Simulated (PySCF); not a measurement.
**NMR data sheet: C4H9PSi2**

| Quantity | Value |
| --- | --- |
| Formula | C4H9PSi2 |
| SMILES | C#C[SiH2]/C=C/[SiH2]P |
| InChI | InChI=1S/C4H9PSi2/c1-2-6-3-4-7-5/h1,3-4H,5-7H2/b4-3+ |
| Point group of the computed structure | C1 |
| Carbon signals | 4 |
| Proton signals | 6 |

Bonds (- single, = double, # triple, : aromatic): C1#C2, C2-Si3, Si3-C4, C4=C5, C5-Si6, Si6-P7. C1 carries H8; Si3 carries H9, H10; C4 carries H11; C5 carries H12; Si6 carries H13, H14; P7 carries H15, H16. Stereochemistry as in C#C[SiH2]/C=C/[SiH2]P.

No relativistic terms, fast rotation and ring inversion assumed for equivalent nuclei, no solvent model, single conformer. σ from GIAO-PBE0/pcSseg-1; geometry from GFN2-xTB; PySCF.

Referencing at the same level of theory: TMS for 1H, 13C, 29Si; 31P against H3PO4.

| carbon | δC, type | δH (multiplicity) | HMBC from (2–3 bonds) | span of the C tensor (ppm) |
| --- | --- | --- | --- | --- |
| C1 | 106.5, CH | 2.02 (t) | H9/H10 | 258 |
| C2 | 84.0, C | – | H11, H9/H10, H8 | 278 |
| C4 | 153.3, CH | 6.82 (m) | H12, H13/H14, H9/H10 | 261 |
| C5 | 155.0, CH | 7.62 (m) | H11, H13/H14, H9/H10, H15/H16 | 269 |

Other nuclei:
```json
{"atoms": "H13/H14", "nucleus": "1H", "environment": "hydrogen on a silicon bonded to C, P", "δ (ppm)": "4.81", "σ (ppm)": "26.90"}
{"atoms": "H9/H10", "nucleus": "1H", "environment": "hydrogen on a silicon bonded to 2 C", "δ (ppm)": "4.76", "σ (ppm)": "26.96"}
{"atoms": "H15/H16", "nucleus": "1H", "environment": "hydrogen on a phosphorus bonded to Si", "δ (ppm)": "0.96", "σ (ppm)": "30.76"}
{"atoms": "P7", "nucleus": "31P", "environment": "phosphorus bonded to Si, 2 H", "δ (ppm)": "-314.8", "σ (ppm)": "633.1"}
{"atoms": "Si6", "nucleus": "29Si", "environment": "silicon bonded to C, P, 2 H", "δ (ppm)": "-52.4", "σ (ppm)": "401.6"}
{"atoms": "Si3", "nucleus": "29Si", "environment": "silicon bonded to 2 C, 2 H", "δ (ppm)": "-70.5", "σ (ppm)": "419.7"}
```

- δC 155.0, 153.3: alkene CH; the olefinic region.
- δC 106.5: terminal alkyne carbon.
- δC 84.0: alkyne carbon; the triple bond shields along its axis, which puts it between sp3 and sp2 carbons.
- δH 7.62, 6.82: hydrogen on an alkene CH; olefinic region.
- δH 2.02: hydrogen on a terminal alkyne carbon; it lies on the axis of the triple bond, in its shielding cone.

Splittings by 31P in the carbon and heteronuclear signals aren't shown, as no couplings were computed. Shifts are as computed. Against solution values, carbons near 30 ppm lie about +3 ppm off and those near 130 ppm about +5 ppm. Of 1211 compounds with measured shifts, 218 miss one by over three times the rms of a fit or turn the order of signals round; such compounds aren't used in these exercises. Experimental scales use liquid or dissolved standards, which lie at an offset from isolated H3PO4. No couplings were computed; multiplicities are counted from neighbouring protons, with m where these are inequivalent, close in shift, in a saturated or five-membered ring or joined by F or P, and br s for small geminal =CH2 splittings.
